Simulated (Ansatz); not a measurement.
Job for Ansatz (a program for electronic structure): R-CCSD(T)/def2-TZVPPD on H5PSe (a complex), monomers drawn apart or pushed together. Files ending in .json are basis or fitting sets from the Basis Set Exchange. The run froze 19 orbitals, filled d shells among them.

Ansatz 0.2 input:
```yaml
crystal:
  periodic: [false, false, false]
  atoms:
    - {symbol: P, position_ang: [0.11565038, 0.07616293, -0.17248011]}
    - {symbol: H, position_ang: [-0.63776474, 1.26483832, -0.00582678]}
    - {symbol: H, position_ang: [0.20601362, 0.21841078, -1.58161171]}
    - {symbol: H, position_ang: [-1.03240589, -0.75251457, -0.23360111]}
    - {symbol: Se, position_ang: [0.24762565, 0.11869754, 3.10042827]}
    - {symbol: H, position_ang: [-0.06545238, -0.37025960, 4.45374713]}
    - {symbol: H, position_ang: [0.95683091, -1.12410003, 2.76895462]}
basis:
  gaussian:
    orbitals: def2-TZVPPD.json
magnetization: {spin_polarized: false}
correlation: {method: ccsd_t, electrons: outside_noble_gas}
scf: {lower_state_search: off}
```

It printed:

```
WARN ansatz: RAYON_NUM_THREADS=1 ignored (pool sized by the plan → 1); use --threads N
Functional definition: HF
these checks for a lower state are left out or cut short: stability, starts, cluster_reference, orbital_swaps, neighbouring_geometries, increment
integrals: 0.69 GiB planned
1076 factors; integrals over basis functions are off by at most 1.1e-3 eV
mean field: 0.57 GiB planned
mean field evaluation 1: about -74652.7438 eV, gradient 1.4e1 eV
mean field evaluation 2: about -74652.8603 eV, gradient 1.4e1 eV
mean field evaluation 4: about -74653.9850 eV, gradient 2.2e0 eV
mean field evaluation 8: about -74654.0073 eV, gradient 1.6e-1 eV
mean field -74654.00747585 eV, -2743.4841724337 hartree, gradient 2.1e-6 eV, S^2 0.000000; 0 other end points of the search recorded, 0 dependent functions left out
19 core orbitals not correlated
reference -74654.00747585 eV, -2743.4841724337 hartree; 8, 8 occupied and 163, 163 virtual orbitals, 1076 factors
second order -9.44854896 eV of doubles, -0.00000000 eV of singles
coupled cluster: 1.57 GiB planned
cycle   1  -10.42095771 eV  change   -9.7e-1 eV  update   7.6e-2
cycle   2  -10.77652196 eV  change   -3.6e-1 eV  update   2.5e-2
cycle   3  -10.80128353 eV  change   -2.5e-2 eV  update   7.3e-3
cycle   4  -10.79838619 eV  change    2.9e-3 eV  update   2.4e-3
cycle   5  -10.79742010 eV  change    9.7e-4 eV  update   6.9e-4
cycle   6  -10.79729154 eV  change    1.3e-4 eV  update   2.6e-4
cycle   7  -10.79733622 eV  change   -4.5e-5 eV  update   7.8e-5
cycle   8  -10.79735066 eV  change   -1.4e-5 eV  update   2.7e-5
cycle   9  -10.79734619 eV  change    4.5e-6 eV  update   9.3e-6
perturbative correction -0.39606173 eV, -0.0145550000 hartree
Total energy: -74665.20088376 eV, -2743.8955225873 hartree
Checks for a lower state left out: stability, starts, cluster_reference, orbital_swaps, neighbouring_geometries, increment
```

The calculation finished and met its thresholds.

Cost: roughly 50 core-seconds.
